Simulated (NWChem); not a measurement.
# Electron attachment to Ge (+1)

```xyz
1

Ge     0.0000     0.0000     0.0000
```
Charge +1, spin multiplicity 2.

All runs are NWChem calculations.

Basis set: def2-TZVPD. The species with one electron more has spin multiplicity 3. Δ marks differences of total energies (open shells unrestricted). −ε marks an orbital energy of the parent. That orbital need not have the symmetry of the hole or added electron in the Δ rows.

The Hamiltonian is non-relativistic. B3LYP has NWChem's definition, with VWN1-RPA local correlation. No SCF solution was tested for a lower state. Open-shell Hartree-Fock references start from PBE0 orbitals.

Q: Order these methods by the vertical electron affinity they give, lowest first: −ε(alpha LUMO) of PBE0, −ε(alpha LUMO) of B3LYP, −ε(alpha LUMO) of BLYP, −ε(alpha LUMO) of HF, ΔB3LYP.

A: −ε(alpha LUMO) of HF (7.01 eV), ΔB3LYP (7.88 eV), −ε(alpha LUMO) of PBE0 (10.47 eV), −ε(alpha LUMO) of B3LYP (10.75 eV), −ε(alpha LUMO) of BLYP (11.40 eV)
